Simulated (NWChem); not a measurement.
The numbers come from NWChem runs, not from measurements. System: C3F6, charge 1, spin multiplicity 2, at the geometry of a parent with another charge or spin, in a state set for the comparison that need not be this species' ground state. Its SCF solution wasn't tested for a lower state. Level: UHF/def2-SVP.

The NWChem input:

```
start mol
memory heap 200 mb stack 900 mb global 1100 mb
charge 1
geometry units angstroms nocenter noautoz noautosym
  F      2.477524    -0.289571     0.756748
  C      1.383233     0.230975     0.261319
  F      1.570237     1.445240    -0.186876
  C      0.221240    -0.432308     0.232383
  F      0.164395    -1.672587     0.726672
  C     -1.094027     0.059726    -0.306301
  F     -2.020870     0.082952     0.662146
  F     -0.988759     1.289317    -0.817391
  F     -1.542825    -0.760946    -1.266233
end
basis spherical
  * library def2-svp
end
scf
  uhf
  nopen 1
  maxiter 100
  thresh 1e-7
  semidirect memsize 60000000 filesize 0
  # guess.movecs holds the orbitals of an unrestricted PBE0 run
  vectors input guess.movecs output mol.movecs
end
task scf energy
```

Part of the output:

```
             Northwest Computational Chemistry Package (NWChem) 7.3.0
             --------------------------------------------------------

                                NWChem Input Module
                                -------------------

 Scaling coordinates for geometry "geometry" by  1.889725989
 (inverse scale =  0.529177249)

                             Geometry "geometry" -> ""
                             -------------------------

 Output coordinates in angstroms (scale by  1.889725989 to convert to a.u.)

  No.       Tag          Charge          X              Y              Z
 ---- ---------------- ---------- -------------- -------------- --------------
    1 F                    9.0000     2.47752400    -0.28957100     0.75674800
    2 C                    6.0000     1.38323300     0.23097500     0.26131900
    3 F                    9.0000     1.57023700     1.44524000    -0.18687600
    4 C                    6.0000     0.22124000    -0.43230800     0.23238300
    5 F                    9.0000     0.16439500    -1.67258700     0.72667200
    6 C                    6.0000    -1.09402700     0.05972600    -0.30630100
    7 F                    9.0000    -2.02087000     0.08295200     0.66214600
    8 F                    9.0000    -0.98875900     1.28931700    -0.81739100
    9 F                    9.0000    -1.54282500    -0.76094600    -1.26623300

 Effective nuclear repulsion energy (a.u.)     510.0974708693

            Nuclear Dipole moment (a.u.)
            ----------------------------
        X                 Y               Z
 ---------------- ---------------- ----------------
    -0.0000113384     0.0000056692     0.0000000000


 Summary of "ao basis" -> "" (spherical)
 ------------------------------------------------------------------------------
       Tag                 Description            Shells   Functions and Types
 ---------------- ------------------------------  ------  ---------------------
 *                          def2-svp                  on all atoms

 Summary of "ao basis" -> "ao basis" (spherical)
 ------------------------------------------------------------------------------
[...]
    Atom       Charge   Shell Charges
 -----------   ------   -------------------------------------------------------
    1 F    9     9.12   1.99  1.15  0.78  3.30  1.89  0.01
    2 C    6     5.13   1.99  0.93  0.03  1.77  0.24  0.16
    3 F    9     9.12   1.99  1.15  0.78  3.30  1.88  0.01
    4 C    6     5.77   1.99  0.96  0.23  1.92  0.57  0.09
    5 F    9     9.17   1.99  1.15  0.80  3.29  1.92  0.01
    6 C    6     4.98   1.99  0.90 -0.11  1.78  0.21  0.21
    7 F    9     9.23   1.99  1.14  0.80  3.32  1.97  0.01
    8 F    9     9.24   1.99  1.14  0.80  3.33  1.98  0.01
    9 F    9     9.23   1.99  1.14  0.80  3.32  1.97  0.01

  Mulliken analysis of the alpha density
  --------------------------------------

    Atom       Charge   Shell Charges
 -----------   ------   -------------------------------------------------------
    1 F    9     4.58   1.00  0.58  0.39  1.67  0.94  0.01
    2 C    6     2.70   0.99  0.47  0.01  0.99  0.15  0.09
    3 F    9     4.58   1.00  0.58  0.39  1.67  0.94  0.01
    4 C    6     3.22   0.99  0.49  0.15  1.16  0.38  0.05
    5 F    9     4.61   1.00  0.58  0.40  1.68  0.95  0.01
    6 C    6     2.45   0.99  0.44 -0.06  0.87  0.10  0.10
    7 F    9     4.62   1.00  0.57  0.40  1.67  0.99  0.01
    8 F    9     4.62   1.00  0.57  0.40  1.66  0.99  0.01
    9 F    9     4.62   1.00  0.57  0.40  1.66  0.99  0.01

   Mulliken analysis of the beta density
   -------------------------------------

    Atom       Charge   Shell Charges
 -----------   ------   -------------------------------------------------------
    1 F    9     4.54   1.00  0.57  0.39  1.63  0.95  0.01
    2 C    6     2.43   1.00  0.46  0.02  0.79  0.09  0.08
    3 F    9     4.54   1.00  0.57  0.39  1.63  0.95  0.01
    4 C    6     2.55   0.99  0.47  0.09  0.77  0.19  0.04
    5 F    9     4.56   1.00  0.57  0.40  1.61  0.97  0.01
    6 C    6     2.53   0.99  0.46 -0.05  0.90  0.12  0.10
    7 F    9     4.61   1.00  0.57  0.40  1.66  0.99  0.01
    8 F    9     4.62   1.00  0.57  0.40  1.66  0.99  0.01
    9 F    9     4.61   1.00  0.57  0.40  1.66  0.99  0.01

   Mulliken analysis of the spin density
   -------------------------------------

    Atom       Charge   Shell Charges
 -----------   ------   -------------------------------------------------------
    1 F    9     0.04   0.00  0.00 -0.00  0.05 -0.01 -0.00
    2 C    6     0.27  -0.00  0.01 -0.01  0.20  0.06  0.01
    3 F    9     0.04   0.00  0.00 -0.00  0.04 -0.01 -0.00
    4 C    6     0.66  -0.00  0.03  0.06  0.39  0.18  0.01
    5 F    9     0.05   0.00  0.01 -0.00  0.07 -0.02 -0.00
    6 C    6    -0.07  -0.00 -0.01 -0.02 -0.03 -0.02  0.00
    7 F    9     0.01  -0.00  0.00 -0.00  0.01 -0.00 -0.00
    8 F    9     0.00  -0.00 -0.00  0.00 -0.00  0.00 -0.00
    9 F    9     0.01  -0.00  0.00 -0.00  0.01 -0.00 -0.00

       Multipole analysis of the density wrt the origin
       ------------------------------------------------

     L   x y z        total         alpha         beta         nuclear
     -   - - -        -----         -----         ----         -------
     0   0 0 0      1.000000    -36.000000    -35.000000     72.000000

     1   1 0 0      1.618040      0.147291      1.470761     -0.000011
     1   0 1 0     -0.025914      0.196232     -0.222152      0.000006
     1   0 0 1      0.424310     -0.042961      0.467272      0.000000

     2   2 0 0    -28.314147   -308.117065   -304.455452    584.258371
     2   1 1 0      0.498767    -17.676480    -17.634795     35.810042
     2   1 0 1      0.582253    -58.177594    -57.688382    116.448228
     2   0 2 0    -32.535317   -135.822898   -133.931866    237.219447
     2   0 1 1      0.609628     28.931949     28.853387    -57.175709
     2   0 0 2    -31.462680    -80.753652    -78.933957    128.224929

 Task  times  cpu:        9.6s     wall:        9.6s

 Total times  cpu:        9.7s     wall:        9.7s
```
